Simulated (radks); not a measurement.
Question: These are the eigenvalues of the occupied orbitals of an atom or ion with whole-number occupations (hartree). Calculated with a radial shooting solver on a logarithmic mesh with Libxc functionals: Dirac Kohn-Sham, LB94 model potential, spin-unpolarised, spherical densities, finite nucleus; Fermi nuclear charge, rms radius of each element as measured or else 0.836 A^(1/3) + 0.57 fm.

orbital  eigenvalue
1s1/2     -1430.521
2s1/2     -229.5799
2p1/2     -216.8716
2p3/2     -201.5371
3s1/2     -50.70674
3p1/2     -45.28194
3p3/2     -42.30555
3d3/2     -32.74832
3d5/2     -32.10801
4s1/2     -11.50487
4p1/2      -9.51911
4p3/2      -8.88549
4d3/2      -5.61689
4d5/2      -5.50545
5s1/2      -3.00247
5p1/2      -2.42562
5p3/2      -2.31565

Which element is it, and in what charge state? The configuration may be excited. Open shells, if any, fill j = l - 1/2 first.

Answer: Z = 57, lanthanum, charge +4: La4+ in [Kr] 4d10 5s2 5p5. The list shows which subshells hold electrons but not how many an open one holds; the 1s level, -1430.5 hartree, gives Z - s = 53.5 by -(Z - s)^2/2, which with screening and relativity narrows Z to a few neighbours, and the depths of the outer levels then fix element, charge and occupations together.
